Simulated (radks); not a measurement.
Effect of the nuclear size on the strontium ion Sr+, [Kr] 5s1. Calculated with a radial shooting solver on a logarithmic mesh with Libxc functionals: Dirac Kohn-Sham, BLYP, spin-unpolarised, spherical densities, finite nucleus; Fermi nuclear charge, rms radius 4.224 fm. The rms radius is varied about that value; shifts are against it.

rms radius (fm),total energy shift (eV),density at nucleus (e/bohr^3),1s1/2 shift (meV),2s1/2 shift (meV),3p1/2 shift (meV),4s1/2 shift (meV)
3.5524,-0.244,6.195e+04,-103,-10.6,0.173,-0.222
3.8819,-0.129,6.146e+04,-54.6,-5.63,0.091,-0.117
4.224,0,6.1e+04,0.000,0.000,0.000,0.000
4.5873,0.148,6.055e+04,62.6,6.45,-0.105,0.135
4.8238,0.250,6.028e+04,106,10.9,-0.177,0.227

Slopes of the eigenvalues against <r^2> in GHz/fm^2, as finite differences over the two radii next to the reference (eigenvalue slopes, not the field-shift constants of lines): 1s1/2 4740, 2s1/2 489, 3p1/2 -7.93, 4s1/2 10.2.
